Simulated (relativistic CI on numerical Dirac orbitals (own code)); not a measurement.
## Hg V: computed level list

These numbers are calculated, not measured: Dirac-Coulomb-Breit CI, separate exchange-only KLI orbitals for each configuration, a model potential for QED, valence Slater integrals scaled by 0.85, P86 correlation estimate, and configurations built on the next ion tied to the tabulated ionisation energy (semi-empirical) (own radial code, finite nucleus).

Configuration list (outside the closed core [Kr] 4d10 4f14): 5s2 5p6 5d8, 5s2 5p6 5d7 6s, 5s2 5p6 5d7 6p, 5s2 5p6 5d7 6d, 5s2 5p6 5d7 7s, 5s2 5p6 5d7 5f, 5s2 5p6 5d7 6f, 5s2 5p6 5d6 6s2, 5s2 5p6 5d7 5g, 5s2 5p6 5d6 5f2, 5s2 5p6 5d6 6s 6p, 5s2 5p5 5d9, 5s2 5p6 5d7 7p, 5s2 5p6 5d7 7d, 5s2 5p6 5d6 6p2, 5s2 5p6 5d7 7f, 5s2 5p6 5d6 6s 6d, 5s2 5p6 5d6 5f 6s, 5s2 5p4 5d10, 5s2 5p5 5d8 5f, 5s2 5p6 5d6 6p 6d, 5s2 5p6 5d6 5g 6s, 5s2 5p5 5d8 5g, 5s 5p6 5d9. Levels of other configurations are missing.

The lowest level is 5s2 5p6 5d8 3F_4, with 94 % of that term; Hund's rules for 5s2 5p6 5d8 give 3F with J = 4, in agreement.

```csv
No.,Configuration,Term,J,E (eV),%,Lifetime (s),jj configuration (%)
1,5s2 5p6 5d8,3F,4,0.0000,94,,5d5/2^4 (93)
2,5s2 5p6 5d8,1D,2,0.9042,49,7.45e+02,5d5/2^4 (95)
3,5s2 5p6 5d8,3F,3,1.7761,99,1.35e-02,5d3/2^3 5d5/2^5 (99)
4,5s2 5p6 5d8,3P,0,2.5255,77,7.57e+00,5d5/2^4 (83)
5,5s2 5p6 5d8,3P,2,2.6357,50,2.21e-02,5d3/2^3 5d5/2^5 (86)
6,5s2 5p6 5d8,3P,1,3.1550,98,2.14e-02,5d3/2^3 5d5/2^5 (98)
7,5s2 5p6 5d8,1G,4,3.6453,93,2.24e-02,5d3/2^3 5d5/2^5 (93)
8,5s2 5p6 5d8,1D,2,4.3728,46,6.18e-03,5d3/2^2 5d5/2^6 (89)
9,5s2 5p6 5d8,1S,0,7.4053,77,2.03e-03,5d3/2^2 5d5/2^6 (82)
10,5s2 5p6 5d7 6s,5F,5,9.4942,84,1.67e-02,5d5/2^3 6s (84)
11,5s2 5p6 5d7 6s,5F,4,10.4413,61,1.73e-03,5d5/2^3 6s (64)
12,5s2 5p6 5d7 6s,5F,3,11.2491,65,5.89e-03,5d5/2^3 6s (45)
13,5s2 5p6 5d7 6s,3P,2,11.3491,31,1.71e-03,5d5/2^3 6s (77)
14,5s2 5p6 5d7 6s,5F,1,11.5463,42,1.76e-03,5d5/2^3 6s (66)
15,5s2 5p6 5d7 6s,5F,2,11.7429,36,2.73e-03,5d5/2^3 6s (52)
16,5s2 5p6 5d7 6s,3F,4,11.7579,46,5.04e-04,5d3/2^3 5d5/2^4 6s (62)
17,5s2 5p6 5d7 6s,5P,3,12.0243,58,1.99e-03,5d3/2^3 5d5/2^4 6s (64)
18,5s2 5p6 5d7 6s,5P,1,12.5794,41,2.13e-03,5d3/2^3 5d5/2^4 6s (74)
19,5s2 5p6 5d7 6s,3G,5,12.7556,58,7.70e-04,5d3/2^3 5d5/2^4 6s (79)
20,5s2 5p6 5d7 6s,3F,3,12.9035,54,4.27e-04,5d3/2^3 5d5/2^4 6s (92)
21,5s2 5p6 5d7 6s,3G,4,13.1989,36,6.41e-04,5d3/2^3 5d5/2^4 6s (94)
22,5s2 5p6 5d7 6s,3F,2,13.2106,47,3.86e-04,5d3/2^3 5d5/2^4 6s (77)
23,5s2 5p6 5d7 6s,1P,1,13.4762,31,3.99e-04,5d3/2^3 5d5/2^4 6s (67)
24,5s2 5p6 5d7 6s,3P,2,13.4891,57,2.98e-04,5d3/2^3 5d5/2^4 6s (43)
25,5s2 5p6 5d7 6s,3H,6,13.6215,100,6.34e-04,5d3/2^3 5d5/2^4 6s (100)
26,5s2 5p6 5d7 6s,3P,0,13.9829,98,4.70e-04,5d3/2^3 5d5/2^4 6s (97)
27,5s2 5p6 5d7 6s,3G,3,14.0184,74,8.41e-04,5d3/2^3 5d5/2^4 6s (70)
28,5s2 5p6 5d7 6s,3H,5,14.1143,54,7.28e-04,5d3/2^3 5d5/2^4 6s (92)
29,5s2 5p6 5d7 6s,1G,4,14.2549,36,4.82e-04,5d3/2^3 5d5/2^4 6s (81)
30,5s2 5p6 5d7 6s,3D,3,14.7799,55,4.19e-04,5d3/2^2 5d5/2^5 6s (79)
31,5s2 5p6 5d7 6s,3P,2,14.8996,43,3.52e-04,5d3/2^2 5d5/2^5 6s (61)
32,5s2 5p6 5d7 6s,3P,1,14.9620,55,3.40e-04,5d3/2^2 5d5/2^5 6s (64)
33,5s2 5p6 5d7 6s,3F,2,15.1701,82,4.79e-04,5d3/2^3 5d5/2^4 6s (61)
34,5s2 5p6 5d7 6s,3F,2,15.2729,27,4.19e-04,5d3/2^2 5d5/2^5 6s (63)
35,5s2 5p6 5d7 6s,3F,3,15.3044,63,4.21e-04,5d3/2^3 5d5/2^4 6s (76)
36,5s2 5p6 5d7 6s,3P,1,15.6699,51,4.74e-04,5d3/2^2 5d5/2^5 6s (72)
37,5s2 5p6 5d7 6s,3H,4,15.6812,52,5.80e-04,5d3/2^2 5d5/2^5 6s (92)
38,5s2 5p6 5d7 6s,1H,5,15.8135,56,3.87e-04,5d3/2^2 5d5/2^5 6s (87)
39,5s2 5p6 5d7 6s,3P,0,16.0589,98,1.99e-04,5d3/2^2 5d5/2^5 6s (97)
40,5s2 5p6 5d7 6s,3F,4,16.3974,71,4.40e-04,5d3/2^2 5d5/2^5 6s (79)
41,5s2 5p6 5d7 6s,3D,2,16.7140,35,2.75e-04,5d3/2^3 5d5/2^4 6s (60)
42,5s2 5p6 5d7 6s,3D,1,16.7503,48,2.87e-04,5d3/2^3 5d5/2^4 6s (54)
43,5s2 5p6 5d7 6s,1F,3,16.8138,65,2.46e-04,5d3/2^2 5d5/2^5 6s (62)
44,5s2 5p6 5d7 6s,3D,1,18.5266,78,2.60e-04,5d3/2 5d5/2^6 6s (62)
45,5s2 5p6 5d7 6s,3D,2,18.6630,68,2.49e-04,5d3/2 5d5/2^6 6s (53)
```

Energies count from the lowest computed level; lifetimes are radiative, by E1, M1, E2 decay to levels of this space only. Filled j subshells are mostly left out of the jj labels.

The mean weight of the leading LS term, summed over parents, in these 45 levels is 61 %, and that of the leading jj configuration (from the same eigenvectors) 76 %, so jj coupling describes them better and the LS labels are nominal.

Configurations that consist of the next ion and one excited electron were tied to the tabulated ionisation energy; Rydberg ones are usually within 1,000 to 3,000 cm⁻¹ and the lowest ones within about 6,000 (9,000 in d shells), while levels on excited terms of the next ion carry the error of that term, and the other configurations can be misplaced by 10,000 cm⁻¹ or more. Rates follow the energies as ν³ (E1, M1) or ν⁵ (E2), so rates, branching and lifetimes can be off by large factors. Levels and lines within the n = 5 or 6 shells can be off by up to 10 % or somewhat more, and those that change n by about 2 %, since core polarisation is missing.

LS names give the leading component of a level, which can be under half, so a name can repeat, a term be missing and a line seem to break the LS rules.
